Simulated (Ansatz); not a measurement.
Reaction (formal exchange of groups at a B–N bond): `NB(Cl)Br` + `FCS` → `FB(Cl)Br` + `NCS`

Calculated with Ansatz (gas phase, PBE0-D4/def2-TZVP geometries, no zero-point term in ΔE). CBS: MP2 limit from def2 TZ/QZ plus the TZ coupled-cluster correction, frozen cores. DFT in def2-TZVPP. B3LYP here is the variant with VWN-RPA as its local correlation; programs differ in this. For Br outer-core shells are correlated without core-valence functions, which leaves a few kJ/mol of doubt a bond. Scalar relativity is left out up to krypton. One conformer a species, not always the lowest.

`NB(Cl)Br`:

Cartesian coordinates in Å:
```
N -0.336 -0.126 -0.738
B 0.268 0.091 0.486
Cl 1.998 0.386 0.590
Br -0.792 0.071 2.094
H -1.322 -0.298 -0.831
H 0.183 -0.124 -1.600
```

`FCS`:

Z-matrix (Å, degrees):
```
C
S 1 1.789
F 1 1.375 2 113.1
H 1 1.090 2 110.8 3 121.5
H 1 1.092 2 106.3 3 -118.9
H 2 1.342 1 96.6 3 -76.4
```

`FB(Cl)Br`:

Z-matrix (Å, degrees):
```
B
F 1 1.309
Br 1 1.903 2 119.0
Cl 1 1.737 2 119.4 3 -180.0
```

`NCS`:

Z-matrix (Å, degrees):
```
C
S 1 1.811
N 1 1.444 2 112.7
H 1 1.097 2 107.3 3 -128.3
H 1 1.092 2 104.7 3 117.9
H 2 1.342 1 96.7 3 83.9
H 3 1.012 1 111.0 2 -65.0
H 3 1.014 1 110.4 2 175.5
```

**Question.** Is it downhill or uphill in electronic energy at CCSD(T)/CBS, and by how much? (Best estimate.)

**Answer.** Ansatz gave: Downhill: ΔE = -2.3 kcal/mol.

**Question.** What do these levels give: revPBE-D4, B3LYP-D4, B2PLYP, BHLYP, HF/def2-TZVPP, CCSD(T)/def2-TZVPP? (An estimate is asked.)

**Answer.** Computed: revPBE-D4 -1.5, B3LYP-D4 -1.0, B2PLYP -1.7, BHLYP -1.3, HF/def2-TZVPP -1.9, CCSD(T)/def2-TZVPP -2.6 kcal/mol.

Largest T1 diagnostic among the species: 0.011.

Leaving LDA and LC-ωPBE aside and taking each functional with its dispersion term where it has one, the values, not all of them listed here, spread over 1.4 kcal/mol, from B97M-V to BLYP-D4. At CCSD(T), def2-SVP lies −1.4 kcal/mol from the extrapolated value and def2-TZVPP −0.3 kcal/mol.
